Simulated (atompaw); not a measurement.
## Building the PAW (atompaw) potential for Zr (Z = 40) (PBEsol, scalar-relativistic).

atompaw 4.2.0.5 input, output lines left out:

```
Zr 40
GGA-PBESOL scalarrelativistic loggrid 1500 logderivrange -3 5 201
5 5 4 0 0 0
5 0 0
5 1 0
4 2 2
0 0 0
c
c
c
c
v
c
c
c
v
c
v
2
3.00 2.30 2.75 2.35
y
1.4
n
y
-0.4
n
y
-0.6
n
custom rrkj gramschmidtortho sinc
3 0 ultrasoft
3.00
3.00
3.00
3.00
2.85
2.85
```

All-electron outer shells of the reference configuration (PBEsol, scalar-relativistic, ld1.x):

```
shell  level (eV)  outermost node (bohr)  outermost maximum (bohr)
   4p      -46.88                   0.56                      1.17
   4d      -17.27                   0.58                      1.57
   5s      -15.90                   1.45                      2.85
   5p      -11.50                   1.65                      3.44
```

Results:

```
Cutoffs needed                                           : 10 Ry and 15 Ry (the cutoffs (Ry, on a coarse ladder) from which the occupation-weighted sum of valence levels, in a spherical-Bessel basis at the reference potential, stays within 10 and 1 mRy of its value at 400 Ry)
Ghost test                                               : ghost states, extra bound levels that the all-electron valence spectrum of the same l lacks: p at -19.1 eV, s at -16.1 eV; a true bound ghost makes a file unfit for plane-wave use (spherical-Bessel basis up to 400 Ry, 20 bohr box)
Lowest eigenvalue of the overlap operator                : 0.44 (d channel)
Overlap eigenvalues printed by atompaw (projector basis) : 0.13, 0.223, 1.85, 2.85, 7.23, 9.77
Share of each valence orbital outside the PAW sphere     : 5s 54 %, 5p 74 %, 4d 12 %
```

Generation and tests took about 1.9 s on one core of a shared server CPU.
